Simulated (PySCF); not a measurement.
OSi, charge -1, doublet, at a GFN2-xTB geometry (a state made from the parent by changing its charge; the spin is typed, not shown lowest) (in this run its highest filled SCF level lies above zero, so its values depend strongly on the basis, on diffuse functions most of all). Base run: DF-CAMB3LYP/6-31G run with PySCF.

Here is a job for PySCF.
```python
from pyscf import gto, scf, dft

mol = gto.Mole()
mol.atom = '''
    Si   -0.000000   -0.000000   -0.575981
    O     0.000000    0.000000    1.007967
'''
mol.basis = '6-31g'
mol.charge = -1
mol.spin = 1
mol.verbose = 4
mol.build()

mf = dft.UKS(mol)
mf.xc = 'camb3lyp'
mf = mf.density_fit(auxbasis='def2-universal-jkfit')
mf.kernel()
```

The base run was repeated with changes; each row names its change, and settings that it needs were set with it.

```json
[
 {"change": "base", "basis functions": "22", "E (Eh)": "-364.61110", "HOMO (eV)": "1.54"},
 {"change": "basis = pcseg-1", "basis functions": "32", "E (Eh)": "-364.66511", "HOMO (eV)": "1.33"},
 {"change": "basis = def2-SV(P)", "basis functions": "32", "E (Eh)": "-364.51960", "HOMO (eV)": "1.85"},
 {"change": "basis = 6-31G*", "basis functions": "32", "E (Eh)": "-364.65599", "HOMO (eV)": "1.67"},
 {"change": "basis = 6-311G**", "basis functions": "44", "E (Eh)": "-364.71126", "HOMO (eV)": "1.43"},
 {"change": "basis = aug-pcseg-1", "basis functions": "50", "E (Eh)": "-364.69153", "HOMO (eV)": "0.51"},
 {"change": "basis = 6-311++G**", "basis functions": "52", "E (Eh)": "-364.73847", "HOMO (eV)": "0.65"},
 {"change": "basis = pcseg-2", "basis functions": "64", "E (Eh)": "-364.75168", "HOMO (eV)": "1.01"},
 {"change": "basis = pc-2", "basis functions": "64", "E (Eh)": "-364.75437", "HOMO (eV)": "0.99"},
 {"change": "basis = def2-TZVP", "basis functions": "68", "E (Eh)": "-364.74226", "HOMO (eV)": "1.13"},
 {"change": "basis = cc-pV(T+d)Z", "basis functions": "69", "E (Eh)": "-364.73807", "HOMO (eV)": "1.31"},
 {"change": "basis = def2-TZVPP", "basis functions": "73", "E (Eh)": "-364.74238", "HOMO (eV)": "1.13"},
 {"change": "basis = cc-pVQZ", "basis functions": "114", "E (Eh)": "-364.75620", "HOMO (eV)": "0.93"}
]
```

Totals compare only among sets that treat the same electrons; sets with core potentials leave the core out.

Open shells are given as the SCF converged; they aren't shown to be the lowest states, and a large step between rows can be another state.
